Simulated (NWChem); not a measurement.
System: CNO, doublet; SMILES O=C=[N]

Input file for NWChem:

```
start job
memory heap 200 mb stack 900 mb global 1100 mb
geometry units angstroms noautosym nocenter noautoz
  N      0.000000     0.000000     1.262106
  C      0.000000     0.000000     0.042547
  O      0.000000     0.000000    -1.138647
end
basis spherical
  N library def2-svp
  C library def2-svp
  O library def2-svp
end
dft
  odft
  mult 2
  xc m05-2x
  iterations 150
end
cosmo
  do_cosmo_smd true
  solvent cychexan
end
task dft energy
```

The state is orbitally degenerate and is run as one real component. The geometry was optimised at PBE0/def2-SVP, spin-unrestricted. No stability test was run on the SCF state. Solvent: cyclohexane.

Level: M05-2X/def2-SVP with SMD (1 M gas to 1 M solution), gas-phase geometry. Reactions with the solvent are ignored.

**Question.** Predict the main results of this run. (M05-2X/def2-SVP, spin-unrestricted, SMD on the gas-phase geometry.) Quantities: solvation free energy (kcal/mol); cavity-dispersion-structure term (kcal/mol); dipole in solution (D).

**Answer.** 
```json
{
 "solvation free energy (kcal/mol)": "0.3",
 "cavity-dispersion-structure term (kcal/mol)": "1.4",
 "dipole in solution (D)": "0.69"
}
```
